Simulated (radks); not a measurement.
Values are calculated unless marked as measured or tabulated.
Q: Species: N2+. Configuration: [He] 2p3 (not the ground configuration). Level of theory: scalar-relativistic Kohn-Sham, BLYP, spin-polarised, spherical densities, point nucleus; open shells are filled with parallel spins first (a radial shooting solver on a logarithmic mesh with Libxc functionals). Some entries of the table are withheld. Estimate them.

orbital  occ.  eigenvalue (eV)  r(max) (bohr)
1s up       1              (1)         0.1480
1s down     1              (2)         0.1477
2p up       3              (3)         0.8543

A: 
(1) 1s up eigenvalue (eV): -422.7780
(2) 1s down eigenvalue (eV): -420.7265
(3) 2p up eigenvalue (eV): -38.7988
